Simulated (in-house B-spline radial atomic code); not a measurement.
Values are calculated unless marked as measured or tabulated.
**Stopping and range of 200 keV Ga in InAs**

The pair potential comes from two frozen, spherical free-atom densities (PBE, B-spline radial code, scalar-relativistic past argon): electrostatics plus the change in Thomas-Fermi kinetic and Dirac exchange energy where they overlap, the recipe behind the universal ZBL potential, which averages such potentials (from solid-state densities) over many pairs. It is written V = (Z1 Z2 e²/r) φ(r/a), with e² = 14.3996 eV·Å and a = 0.46850 Å/(Z1^0.23 + Z2^0.23); ZBL's fit is φ = 0.18175 e^(−3.1998x) + 0.50986 e^(−0.94229x) + 0.28022 e^(−0.4029x) + 0.02817 e^(−0.20162x). Where φ falls below 4e-4 it is continued as an exponential.

The target is taken as amorphous, with density 5.68 g/cm³ (NSM archive of the Ioffe Institute); channelling is ignored. Masses: Ga 69.72, In 114.82, As 74.92 u. Nuclear stopping is S_n = 4π a Z1 Z2 e² M1/(M1 + M2) × s_n(ε), with s_n integrated over impact parameters for each pair. Electronic stopping is Lindhard and Scharff's S_e = Z1^(1/6) 8π e² a0 Z1 Z2/(Z1^(2/3) + Z2^(2/3))^(3/2) × v/v0, with a0 = 0.529177 Å and v = v0 at 24.801 keV/u; it misses the oscillations with Z1 seen in experiment, which reach tens of per cent. Compounds add by atom fraction.

```tsv
target atom	a (Å)	ε at this energy	s_n, this pair	s_n, ZBL potential
In	0.10074	0.5731	0.3444	0.3397
As	0.10557	0.7424	0.3415	0.3287
```

**Question.** What are the atom density and the stopping powers at entry?

**Answer.** N = 5.68 × 0.602214/94.87 = 0.03606 atoms/Å³. For In: S_n = 10460 × 0.3444 = 3603 eV·Å², S_e = 3.4955 × √200000 = 1563 eV·Å². For As: S_n = 9420 × 0.3415 = 3217 eV·Å², S_e = 2.9180 × √200000 = 1305 eV·Å². Averaged over the target's atoms (half each) and times N × 10 Å/nm, the ion loses N S_n = 1230 eV/nm to recoils and N S_e = 517 eV/nm to electrons; the nuclear share is 70 %.

Along the track:

```csv
E (keV),N S_n (eV/nm),N S_e (eV/nm)
10,893,116
30,1160,200
60,1270,283
100,1290,366
150,1270,448
200,1230,517
```

**Question.** Estimate the path length and the projected range.

**Answer.** With continuous slowing down the path is the integral of dE/(N (S_n + S_e)). Trapezoids over the table give 122 nm, and the stretch below the first row, with stopping taken as √E, adds 2E/(N S) = 20 nm: 141 nm in all, against 137 nm on a fine grid from 5 eV. Deflections shorten the depth: to first order in the energy passed on, N (S_n + S_e) dR_p/dE = 1 − N S_n (M2/M1) R_p/(2E), summed over the target's atoms, and integrating this on the fine grid gives R_p = 80.9 nm, 0.59 of the path. Lindhard's rule of thumb R/(1 + M2/3M1), with mean M2/M1 = 1.36, gives 94.6 nm. On the ZBL potential the same equation gives 82.6 nm, and the full integral equation, which keeps hard collisions, 88.9 nm.
